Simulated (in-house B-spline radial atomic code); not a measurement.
Successive ionisation energies of rubidium; each step leads to the configuration of the next row (after the last: [Ar] 3d10 4s1). Dirac energy differences include first-order Breit, QED and recoil terms. NIST's values go from ground level to ground level; the uncertainty of those that are theory runs from under 0.1 % in few-electron ions to several per cent in heavy many-electron ones. Computed with an all-electron radial atomic-structure program (B-spline basis): Dirac-Hartree-Fock, jj configuration that fills j = l - 1/2 first, finite nuclei.

A number in brackets counts the electrons of a j subshell.

```
 ion                    configuration  ionisation energy (eV)  tabulated value (eV)    tabulated kind  computed minus tabulated (eV)  highest orbital  largest mean radius (bohr)
  Rb                         [Kr] 5s1                    3.80              4.177128          measured                          -0.38            5s1/2                       5.545
 Rb+                [Ar] 3d10 4s2 4p6                   26.26              27.28954          measured                          -1.03            4p3/2                      1.7305
Rb2+  [Ar] 3d10 4s2 4p1/2(2) 4p3/2(3)                   38.85                39.247    semi-empirical                          -0.40            4p3/2                      1.6543
Rb3+  [Ar] 3d10 4s2 4p1/2(2) 4p3/2(2)                   52.31                  52.2    semi-empirical                           0.11            4p3/2                      1.5905
Rb4+  [Ar] 3d10 4s2 4p1/2(2) 4p3/2(1)                   66.58                 68.44  tabulated theory                          -1.86            4p3/2                      1.5352
Rb5+           [Ar] 3d10 4s2 4p1/2(2)                       ?                     ?  tabulated theory                              ?                ?                           ?
Rb6+           [Ar] 3d10 4s2 4p1/2(1)                       ?                     ?    semi-empirical                              ?                ?                           ?
Rb7+                    [Ar] 3d10 4s2                  130.54                132.79    semi-empirical                          -2.25            4s1/2                      1.2931
```

Fill in the row of Rb5+.

ionisation energy (eV): 81.67; tabulated value (eV): 82.9; computed minus tabulated (eV): -1.23; highest orbital: 4p1/2; largest mean radius (bohr): 1.4699.

Fill in the row of Rb6+.

ionisation energy (eV): 98.13; tabulated value (eV): 98.67; computed minus tabulated (eV): -0.54; highest orbital: 4p1/2; largest mean radius (bohr): 1.4241.

Where is the largest jump?

From Rb to Rb+, by a factor of 6.91 (3.7985 to 26.263 eV); the highest orbital goes from 5s1/2 to 4p3/2.

How far is this level of theory from the measured and semi-empirical values?

Over those 6 rows the differences run from -2.25 to +0.112 eV (mean absolute value 0.78 eV). The calculation leaves out correlation and, in open shells, the multiplet splittings that an average leaves out.
